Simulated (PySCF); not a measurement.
Start geometry of `CC(=O)[SiH](N)N` from GFN2-xTB (Å):
```
atom  x, y, z in Å
C1     2.0832   -0.4563    0.4123
C2     0.9851    0.6109    0.5278
O3     1.2324    1.7958    0.5726
Si4   -0.7902    0.0073    0.6589
N5    -1.7274    1.4001    0.2227
N6    -1.0024   -1.3430   -0.3966
H7     1.8650   -1.0514   -0.4611
H8     2.0310   -1.0680    1.2794
H9     3.0499    0.0216    0.3468
H10   -1.0705   -0.5629    2.0046
H11   -1.3090    2.3000    0.4245
H12   -2.7159    1.4547    0.3724
H13   -0.7831   -1.2285   -1.3759
H14   -1.8552   -1.8956   -0.3163
```

Task: What comes out of this run: PySCF, PBE0-D3(BJ)/def2-SVP geometry optimisation, gas phase?

Result: 
```
atom  x, y, z in Å
C1     2.1216   -0.3375    0.4761
C2     0.9636    0.6231    0.5081
O3     1.1278    1.8271    0.4696
Si4   -0.8459   -0.0710    0.6025
N5    -1.7203    1.3775    0.3389
N6    -1.1164   -1.3170   -0.5607
H7     1.9738   -1.0688   -0.3343
H8     2.1417   -0.9160    1.4149
H9     3.0705    0.2021    0.3501
H10   -1.0298   -0.7715    1.9172
H11   -1.1738    2.2319    0.4114
H12   -2.7092    1.5102    0.4998
H13   -1.2824   -1.0942   -1.5350
H14   -1.5321   -2.2014   -0.2980
```

The energy falls by 16.9 kJ/mol over 12 energy and gradient evaluations, the largest force component goes from 0.0347 to 4.0e-04 Eh/bohr, and the atoms move by 0.231 Å rms after alignment. The bond that changes most is C2–Si4 (carbonyl carbon to SiH silicon), which lengthens by 0.061 Å. Bonds longer at the end by more than 0.005 Å: 6 of 13; shorter: 3. Among the angles that change most is H11–N5–H12, from 109.2° to 113.8°. Among the dihedrals that turn most is N5–Si4–N6–H14, from -76° to -117°. Rotational constants go from 3773, 2399, 1600 to 3791, 2311, 1579 MHz. The orientation of the end geometry is arbitrary; only internal coordinates are fixed.

The run used 128 basis functions and 83 SCF cycles in all.

Stationary, but not proved a minimum. One conformer, not necessarily the lowest.
